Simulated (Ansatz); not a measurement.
Steps of a relaxation of `[CH3][Ga]([CH3])[O][Ga]([CH3])[CH3]` with RKS PBE0-D4/def2-TZVP.

```sh
$ ansatz run in.yaml --threads 5 --pin off --events-out ev --progress --plain --max-ram 66560MiB --backend cuda --devices 0, --max-vram 37GiB
```

```yaml
crystal:
  periodic: [false, false, false]
  atoms:
    - {symbol: C, position_ang: [-0.213420, -2.932760, -1.288820]}
    - {symbol: Ga, position_ang: [-0.241520, -0.899410, -1.503840]}
    - {symbol: C, position_ang: [-0.547650, 0.305230, -3.128500]}
    - {symbol: O, position_ang: [0.036700, -0.014990, 0.001220]}
    - {symbol: Ga, position_ang: [0.265310, 0.891750, 1.501080]}
    - {symbol: C, position_ang: [-1.368080, 1.977590, 2.083120]}
    - {symbol: C, position_ang: [2.119540, 0.655540, 2.330600]}
    - {symbol: H, position_ang: [-0.650860, -3.208160, -0.327270]}
    - {symbol: H, position_ang: [-0.770350, -3.417130, -2.091510]}
    - {symbol: H, position_ang: [0.815180, -3.296460, -1.313270]}
    - {symbol: H, position_ang: [-0.296650, -0.216370, -4.052290]}
    - {symbol: H, position_ang: [0.064340, 1.204660, -3.042200]}
    - {symbol: H, position_ang: [-1.595990, 0.608280, -3.177170]}
    - {symbol: H, position_ang: [-2.153190, 1.892270, 1.330500]}
    - {symbol: H, position_ang: [-1.105440, 3.028820, 2.209100]}
    - {symbol: H, position_ang: [-1.748590, 1.608350, 3.036760]}
    - {symbol: H, position_ang: [2.247700, 1.307380, 3.194700]}
    - {symbol: H, position_ang: [2.254030, -0.380490, 2.646460]}
    - {symbol: H, position_ang: [2.888960, 0.885900, 1.591340]}
basis:
  gaussian: {orbitals: def2-TZVP}
hamiltonian: {xc: pbe0, dispersion: d4}
relax: {f_tol: 0.005, max_steps: 150}
```

Positions (Å) and forces (eV/Å) along the path, 8 of 77 steps:

```xyz
19
step=1 energy=-111130.5020 eV
C    -0.213   -2.933   -1.289   -0.117    0.912   -0.217
Ga   -0.242   -0.899   -1.504   -0.136   -0.307   -0.532
C    -0.548    0.305   -3.128    0.185   -0.655    0.649
O     0.037   -0.015    0.001    0.007   -0.007    0.001
Ga    0.265    0.892    1.501    0.095    0.331    0.542
C    -1.368    1.978    2.083    0.778   -0.497   -0.213
C     2.120    0.656    2.331   -0.879    0.239   -0.266
H    -0.651   -3.208   -0.327    0.008    0.078   -0.013
H    -0.770   -3.417   -2.092    0.001   -0.033   -0.011
H     0.815   -3.296   -1.313    0.049    0.041   -0.010
H    -0.297   -0.216   -4.052   -0.006    0.006   -0.045
H     0.064    1.205   -3.042    0.010   -0.040    0.060
H    -1.596    0.608   -3.177   -0.013   -0.037    0.051
H    -2.153    1.892    1.331    0.069   -0.038   -0.017
H    -1.105    3.029    2.209    0.028    0.030    0.014
H    -1.749    1.608    3.037    0.003   -0.010    0.042
H     2.248    1.307    3.195    0.034    0.006    0.029
H     2.254   -0.380    2.646   -0.061   -0.027   -0.020
H     2.889    0.886    1.591   -0.054    0.011   -0.042
19
step=17 energy=-111130.6996 eV
C    -0.596   -2.825   -1.320   -0.001   -0.004   -0.001
Ga   -0.252   -0.899   -1.505    0.002    0.006    0.012
C    -0.130    0.168   -3.151    0.000   -0.001   -0.006
O    -0.031   -0.009    0.010   -0.003    0.000   -0.003
Ga    0.231    0.900    1.507    0.000   -0.004   -0.009
C    -1.371    1.666    2.347   -0.003   -0.001    0.005
C     2.096    0.998    2.119    0.002    0.001    0.006
H    -1.092   -3.035   -0.372   -0.002   -0.001    0.003
H    -1.207   -3.211   -2.138   -0.001   -0.001    0.000
H     0.352   -3.371   -1.329    0.004   -0.002    0.000
H     0.210   -0.427   -4.000    0.001    0.001    0.001
H     0.548    1.012   -3.010    0.003    0.002    0.000
H    -1.115    0.571   -3.401   -0.002    0.001    0.000
H    -2.258    1.464    1.745   -0.004    0.000   -0.002
H    -1.266    2.747    2.467    0.001    0.005   -0.001
H    -1.521    1.244    3.344   -0.001   -0.001    0.001
H     2.224    1.681    2.961    0.000   -0.001   -0.002
H     2.435    0.005    2.427    0.001   -0.003    0.001
H     2.742    1.322    1.300    0.002    0.002   -0.004
19
step=25 energy=-111130.7006 eV
C    -0.610   -2.828   -1.321    0.005   -0.003   -0.005
Ga   -0.274   -0.899   -1.492    0.010    0.049    0.039
C    -0.003    0.154   -3.133   -0.020   -0.011   -0.021
O    -0.242    0.016    0.028   -0.005   -0.021   -0.024
Ga    0.142    0.912    1.508    0.004    0.002   -0.010
C    -1.393    1.681    2.466   -0.013   -0.018    0.005
C     2.050    0.995    1.985    0.000   -0.001   -0.006
H    -1.082   -3.048   -0.362    0.002   -0.001   -0.003
H    -1.246   -3.200   -2.127    0.004    0.002    0.004
H     0.335   -3.377   -1.368   -0.009    0.006    0.001
H     0.429   -0.449   -3.935   -0.012    0.024    0.020
H     0.644    1.011   -2.939   -0.006   -0.017    0.004
H    -0.966    0.536   -3.486    0.032   -0.016    0.011
H    -2.323    1.450    1.946    0.021    0.007    0.016
H    -1.296    2.767    2.548    0.004   -0.009   -0.003
H    -1.450    1.283    3.483    0.001    0.011   -0.030
H     2.240    1.653    2.835   -0.003   -0.013   -0.011
H     2.410   -0.006    2.235   -0.003    0.017   -0.002
H     2.634    1.348    1.131   -0.013   -0.008    0.014
19
step=37 energy=-111130.7068 eV
C    -0.560   -2.928   -1.383   -0.034   -0.040   -0.023
Ga   -0.334   -0.979   -1.353    0.019    0.050   -0.033
C     0.182    0.206   -2.842   -0.055    0.042    0.041
O    -0.687   -0.185    0.201    0.012    0.007    0.004
Ga   -0.053    0.883    1.475    0.034   -0.013   -0.012
C    -1.400    1.812    2.555   -0.046   -0.022    0.042
C     1.911    0.947    1.638    0.004    0.001   -0.043
H    -1.085   -3.267   -0.489    0.003    0.004   -0.010
H    -1.113   -3.255   -2.268    0.016    0.010    0.028
H     0.418   -3.415   -1.413    0.004   -0.003   -0.001
H     0.713   -0.327   -3.632    0.014   -0.019   -0.014
H     0.809    1.026   -2.483   -0.024   -0.028   -0.014
H    -0.718    0.648   -3.284    0.056   -0.022    0.033
H    -2.406    1.555    2.218    0.040    0.012    0.014
H    -1.270    2.895    2.483   -0.004    0.008    0.001
H    -1.304    1.545    3.612   -0.003    0.011   -0.045
H     2.247    1.591    2.452   -0.007    0.006   -0.008
H     2.299   -0.061    1.811   -0.007    0.014   -0.008
H     2.352    1.309    0.703   -0.021   -0.016    0.049
19
step=43 energy=-111130.7154 eV
C    -0.757   -2.982   -1.476    0.051    0.031   -0.009
Ga   -0.317   -1.075   -1.252   -0.048   -0.084   -0.038
C     0.437    0.163   -2.588    0.024    0.112   -0.035
O    -0.713   -0.384    0.342    0.043    0.070    0.062
Ga   -0.082    0.870    1.447    0.017   -0.046   -0.010
C    -1.416    1.716    2.614   -0.002    0.035   -0.035
C     1.868    1.179    1.388    0.033   -0.022    0.043
H    -1.385   -3.328   -0.654    0.007    0.020   -0.010
H    -1.270   -3.170   -2.423    0.037    0.016    0.042
H     0.164   -3.577   -1.477   -0.060    0.031   -0.016
H     0.881   -0.369   -3.433   -0.013    0.044    0.037
H     1.198    0.813   -2.139   -0.106   -0.100   -0.058
H    -0.359    0.811   -2.978    0.104   -0.089    0.059
H    -2.416    1.344    2.386    0.025    0.006    0.006
H    -1.404    2.803    2.485   -0.006   -0.045    0.018
H    -1.194    1.510    3.664    0.000    0.006    0.002
H     2.202    1.931    2.108   -0.048   -0.048   -0.047
H     2.394    0.241    1.601   -0.050    0.088   -0.040
H     2.169    1.505    0.387   -0.008   -0.027    0.032
19
step=48 energy=-111130.7201 eV
C    -0.833   -2.976   -1.498    0.001   -0.003   -0.006
Ga   -0.308   -1.103   -1.240    0.011   -0.006    0.001
C     0.530    0.115   -2.544   -0.002    0.026    0.003
O    -0.681   -0.418    0.364    0.000    0.003   -0.005
Ga   -0.078    0.865    1.446    0.004    0.009   -0.005
C    -1.416    1.663    2.640   -0.006   -0.002    0.007
C     1.847    1.278    1.333   -0.001   -0.013   -0.005
H    -1.474   -3.310   -0.681    0.001    0.002   -0.002
H    -1.360   -3.115   -2.446    0.004    0.000    0.009
H     0.054   -3.616   -1.523   -0.009    0.009   -0.001
H     0.928   -0.413   -3.412   -0.005    0.004    0.008
H     1.339    0.682   -2.076   -0.022   -0.019   -0.014
H    -0.213    0.837   -2.898    0.025   -0.018    0.009
H    -2.405    1.249    2.441    0.011    0.003    0.001
H    -1.453    2.748    2.510    0.001   -0.010    0.002
H    -1.160    1.472    3.686   -0.002    0.004   -0.006
H     2.152    2.048    2.043   -0.001   -0.002    0.001
H     2.431    0.375    1.529   -0.006    0.014   -0.005
H     2.101    1.618    0.325   -0.005   -0.002    0.010
19
step=64 energy=-111130.7285 eV
C    -0.996   -2.942   -1.542    0.006   -0.001    0.006
Ga   -0.279   -1.149   -1.190   -0.017    0.008   -0.008
C     0.853   -0.044   -2.365    0.006   -0.003    0.002
O    -0.750   -0.439    0.381    0.003    0.000    0.001
Ga   -0.147    0.893    1.407    0.002   -0.006    0.004
C    -1.412    1.542    2.760    0.000    0.001   -0.002
C     1.691    1.521    1.076    0.002    0.006   -0.001
H    -1.665   -3.251   -0.739    0.000    0.001    0.000
H    -1.541   -2.967   -2.489   -0.001    0.003   -0.002
H    -0.182   -3.668   -1.618   -0.001   -0.004   -0.001
H     1.001   -0.498   -3.346    0.001   -0.001    0.000
H     1.832    0.109   -1.904    0.003    0.000   -0.001
H     0.403    0.943   -2.503   -0.002   -0.001    0.001
H    -2.359    1.007    2.688   -0.001   -0.001    0.000
H    -1.599    2.611    2.632   -0.001    0.001    0.001
H    -1.006    1.404    3.766    0.002   -0.001    0.001
H     2.066    2.145    1.889   -0.002   -0.003   -0.006
H     2.369    0.674    0.943   -0.003    0.004    0.002
H     1.721    2.110    0.154    0.002   -0.003    0.002
19
step=77 energy=-111130.7297 eV
C    -1.096   -2.890   -1.580    0.000    0.001    0.000
Ga   -0.263   -1.157   -1.185   -0.001    0.001   -0.002
C     1.002   -0.145   -2.308    0.001   -0.002    0.000
O    -0.745   -0.429    0.374    0.000   -0.001    0.000
Ga   -0.161    0.914    1.397    0.002    0.002    0.000
C    -1.385    1.451    2.834    0.000   -0.001   -0.001
C     1.615    1.663    0.985    0.001    0.000    0.001
H    -1.765   -3.186   -0.771    0.000    0.000    0.000
H    -1.668   -2.841   -2.510    0.000    0.000    0.000
H    -0.335   -3.663   -1.710    0.000    0.000    0.000
H     1.156   -0.615   -3.280    0.000    0.001    0.002
H     1.970   -0.067   -1.806   -0.001    0.001   -0.001
H     0.637    0.873   -2.468    0.000   -0.001    0.000
H    -2.294    0.850    2.806    0.000    0.000    0.000
H    -1.656    2.505    2.738    0.000    0.000    0.000
H    -0.911    1.327    3.811    0.000    0.000    0.000
H     1.921    2.421    1.709   -0.001   -0.002   -0.002
H     2.367    0.870    0.975   -0.003    0.003   -0.001
H     1.611    2.117   -0.009    0.001   -0.001    0.003
```

Run time 4.9 min (5 threads of an AMD EPYC 7R13 on a shared host and a share of an NVIDIA H100 80 GB); peak host memory 1.1 GiB.
